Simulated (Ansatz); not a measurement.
The same path of CH4 + ClIn (7 atoms, charge 0, multiplicity 1) was run twice with different band settings. Lost on the way: H2–C3, C3–H4. Made: In1–C3, H2–H4.

These are results of RKS PBE0/def2-SVP (Ansatz 0.2.0), not measurements.

Relaxed end points:

```xyz
7
Properties=species:S:1:pos:R:3
In -2.106 0.809 1.955
H 0.233 -1.306 0.289
C 0.714 -0.681 -0.477
H 0.286 0.332 -0.468
Cl -1.471 2.608 0.436
H 0.554 -1.136 -1.464
H 1.791 -0.625 -0.271
```

```xyz
7
Properties=species:S:1:pos:R:3
In -1.294 0.554 1.220
H 1.481 0.059 -1.743
C 0.020 -0.743 0.348
H 1.946 0.180 -2.339
Cl -2.350 2.638 1.395
H -0.550 -1.625 0.000
H 0.747 -1.064 1.119
```

Common settings: spring 5.0 eV/Å²; optimiser quadratic models (default); start path through a guess of the saddle point; force threshold 0.03 eV/Å; iteration limit 60; end points relaxed.

| run | movable images | climbing image |
| --- | --- | --- |
| 1 | 7 | yes |
| 2 | 8 | no |

What does each run give, and how far can it be trusted?

Run 1: converged after 27 iterations, highest image 4.334 eV above the first end. The profile has 2 maxima (images 2, 6) with wells between them (image 4): this band takes more than one step, which may be the mechanism or a detour left from its start path. Neighbouring images differ by up to 4.3 eV, so the band resolves the path poorly. A vibrational analysis at the climbing image gives one clearly imaginary mode, 458i cm⁻¹: a first-order saddle point.
Run 2: converged after 23 iterations, highest image 4.141 eV above the first end. The profile has 2 maxima (images 2, 7) with wells between them (image 5): this band takes more than one step, which may be the mechanism or a detour left from its start path. Neighbouring images differ by up to 4.1 eV, so the band resolves the path poorly. No image climbed, so the highest image needn't sit at the top of the path.
The orbitals stay closed-shell, which can raise the energy where a bond breaks towards radicals; this wasn't checked here.
